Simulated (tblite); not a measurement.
Input of a run (GFN2-xTB geometry optimisation, gas phase (tblite 0.8.0)), started from a force field or distance geometry:
```
{"job": {"kind": "relax", "xc": "GFN2-xTB", "basis": "xTB"}, "charge": -1, "multiplicity": 1}
C      3.860400     0.105200     0.162300
C      2.458900    -0.272700    -0.329100
P      1.132700     0.355300     0.838100
C     -0.330400    -0.363500    -0.131300
C     -1.701700    -0.007700     0.479600
C     -2.780300    -0.934300    -0.107200
C     -2.087200     1.452900     0.185300
H      3.977700     1.200500     0.223800
H      4.068700    -0.311000     1.155700
H      4.605000    -0.276700    -0.524000
H      2.297900     0.130100    -1.323700
H      2.389400    -1.371000    -0.388200
H     -0.206300    -1.458500    -0.097700
H     -0.268900    -0.053300    -1.172800
H     -1.690400    -0.144900     1.562100
H     -2.555000    -1.979000     0.140900
H     -3.757300    -0.698500     0.322100
H     -2.844200    -0.840700    -1.193500
H     -3.083500     1.672800     0.597100
H     -1.382700     2.152700     0.659100
H     -2.111900     1.659200    -0.883000
```

Output (eV, eV/Å):
```
step      E/eV     max force
  0    -616.68971    0.909
  1    -616.72114    0.345
  2    -616.72989    0.283
  3    -616.74040    0.185
  4    -616.74403    0.150
  5    -616.74736    0.146
  6    -616.74991    0.125
  7    -616.75298    0.134
  8    -616.75561    0.128
  9    -616.75808    0.119
 10    -616.76048    0.135
 11    -616.76326    0.134
 12    -616.76640    0.143
 13    -616.76946    0.107
 14    -616.77189    0.104
 15    -616.77355    0.083
 16    -616.77451    0.065
 17    -616.77503    0.049
 18    -616.77540    0.038
 19    -616.77574    0.043
 20    -616.77608    0.048
 21    -616.77638    0.051
 22    -616.77666    0.043
 23    -616.77698    0.039
 24    -616.77732    0.046
 25    -616.77766    0.041
 26    -616.77800    0.037
 27    -616.77836    0.044
 28    -616.77875    0.047
 29    -616.77908    0.036
 30    -616.77929    0.035
 31    -616.77946    0.037
 32    -616.77965    0.030
 33    -616.77985    0.036
 34    -616.78003    0.033
 35    -616.78019    0.028
 36    -616.78035    0.026
 37    -616.78055    0.037
 38    -616.78077    0.040
 39    -616.78096    0.033
 40    -616.78113    0.026
 41    -616.78130    0.031
 42    -616.78146    0.035
 43    -616.78156    0.021
 44    -616.78162    0.018
 45    -616.78167    0.015
 46    -616.78171    0.016
 47    -616.78174    0.012
 48    -616.78177    0.010
 49    -616.78179    0.010
```

**Question.** Summarise the run.

**Answer.** The energy falls by 2.1 kcal/mol over 49 L-BFGS steps, the largest force on an atom goes from 0.91 to 0.010 eV/Å, and the atoms move by 0.099 Å rms after alignment. The bond that changes most is C4–C5 (sp3 carbon bound to phosphorus to sp3 CH carbon), which shortens by 0.021 Å. Bonds longer at the end by more than 0.005 Å: 3 of 20; shorter: 10. Among the angles that change most is C4–C5–H15, from 110.8° to 107.5°. Among the dihedrals that turn most is C4–C5–C7–H20, from -64° to -51°. The energy never rose by more than 1e-5 eV on the way. The first step brought 34 % of the lowering.

**Question.** What are the final bond lengths?

**Answer.** C1–C2 1.518 Å, C2–P3 1.877 Å, P3–C4 1.880 Å, C4–C5 1.522 Å, C5–C6 1.529 Å, C5–C7 1.523 Å, C1–H8 1.089 Å, C1–H9 1.089 Å, C1–H10 1.095 Å, C2–H11 1.099 Å, C2–H12 1.099 Å, C4–H13 1.099 Å, C4–H14 1.099 Å, C5–H15 1.096 Å, C6–H16 1.089 Å, C6–H17 1.091 Å, C6–H18 1.090 Å, C7–H19 1.092 Å, C7–H20 1.087 Å, C7–H21 1.090 Å. Numbering counts from 1 in the input's order; the species is `CC[P-]CC(C)C`.

Its GFN2-xTB frequencies are all real (lowest 40 cm⁻¹).

One conformer stands for the species.

All values are computed, not measured.
